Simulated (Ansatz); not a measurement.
Consider the cleavage of the Si–Si bond: `O[SiH2][SiH2][SiH2]Cl` + `OCO` → `OCO[SiH2]O` + `[SiH3][SiH2]Cl`.

Gas-phase electronic energies from Ansatz, PBE0-D4/def2-TZVP geometries. CBS: MP2 limit from def2 TZ/QZ plus the TZ coupled-cluster correction, frozen cores. This one scheme is used for every species. Functionals use def2-TZVPP. Each species was taken in one conformer, which may not be the lowest.

CCSD(T)/CBS gives -113.1 kJ/mol.

**Question.** Another level gave -108.2 kJ/mol. Which?
A. PBE0/def2-TZVPP
B. MP2/def2-TZVPP
C. CCSD(T)/def2-TZVPP
D. r2SCAN-D4/def2-TZVPP

**Answer.** D. r2SCAN-D4 -108.2, MP2/def2-TZVPP -121.3, CCSD(T)/def2-TZVPP -115.4, PBE0 -96.2 kJ/mol.

Largest T1 diagnostic among the species: 0.012.

In def2-TZVPP, CCSD(T) changes the Hartree–Fock value by +18.8 kJ/mol (the triples alone add +2.5 kJ/mol) and MP2 by +12.8 kJ/mol. From PBE to PBE0 (25 % exact exchange), in def2-TZVPP and without D4, ΔE moves by −7.4 kJ/mol.
